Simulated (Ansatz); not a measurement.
Gas-phase electronic energies from Ansatz, PBE0-D4/def2-TZVP geometries. CCSD(T)/CBS adds triple-zeta CCSD(T) − MP2 to the extrapolated MP2 energy (def2 sets, frozen cores). Functionals use def2-TZVPP. def2 core potentials past Kr. For Sn outer-core shells are correlated without core-valence functions, which leaves a few kJ/mol of doubt a bond. Each species was taken in one conformer, which may not be the lowest.

Consider the redistribution: `[CH3][Sn]([OH])([F])[Cl]` + `N[SiH](O)Cl` → `[OH][Sn]([OH])([F])[Cl]` + `C[SiH](N)Cl`.

`[CH3][Sn]([OH])([F])[Cl]`:

Cartesian coordinates in Å:
```
C 1.045 1.006 -0.448
Sn -0.512 -0.202 0.296
O -0.246 -2.073 -0.139
F -0.586 -0.112 2.207
Cl -2.646 0.411 -0.354
H 0.720 1.476 -1.374
H 1.279 1.765 0.298
H 1.913 0.374 -0.629
H -0.967 -2.643 0.143
```

`N[SiH](O)Cl`:

Cartesian coordinates in Å:
```
N 0.830 -0.308 -0.820
Si -0.468 -0.176 0.270
O -0.086 0.793 1.526
Cl -2.016 0.567 -0.862
H 0.664 -0.423 -1.805
H 1.720 -0.685 -0.534
H -0.943 -1.414 0.914
H 0.299 1.646 1.311
```

`[OH][Sn]([OH])([F])[Cl]`:

Z-matrix (Å, degrees):
```
Sn
O 1 1.927
F 1 1.904 2 110.9
O 1 1.934 2 108.9 3 116.5
Cl 1 2.280 2 109.2 3 -117.2
H 2 0.962 1 112.1 3 -90.9
H 4 0.962 1 113.0 2 -149.3
```

`C[SiH](N)Cl`:

Cartesian coordinates in Å:
```
C -1.241 -0.562 0.362
Si 0.514 -0.332 -0.187
N 1.031 1.255 0.166
Cl 0.582 -0.807 -2.212
H -1.588 -1.569 0.125
H -1.328 -0.403 1.439
H -1.900 0.146 -0.148
H 1.471 -1.261 0.456
H 0.451 2.041 -0.082
H 2.007 1.492 0.082
```

```
      level  ΔE (kJ/mol)
LDA (SPW92)         93.7
    r2SCAN0         95.0
```

**Question.** What does CCSD(T)/CBS give? (Best estimate.)

**Answer.** Ansatz gave: +92.7 kJ/mol. The listed levels differ from it by 1.0, 2.3 kJ/mol.

Largest T1 diagnostic among the species: 0.014.

At CCSD(T), def2-SVP lies −10.4 kJ/mol from the extrapolated value and def2-TZVPP +0.7 kJ/mol. Leaving LDA and LC-ωPBE aside and taking each functional with its dispersion term where it has one, the values, not all of them listed here, spread over 16.3 kJ/mol, from revPBE-D4 to BHLYP-D4. LDA lies +8.9 kJ/mol from PBE without D4. From PBE to PBE0 (25 % exact exchange), in def2-TZVPP and without D4, ΔE moves by +5.6 kJ/mol.
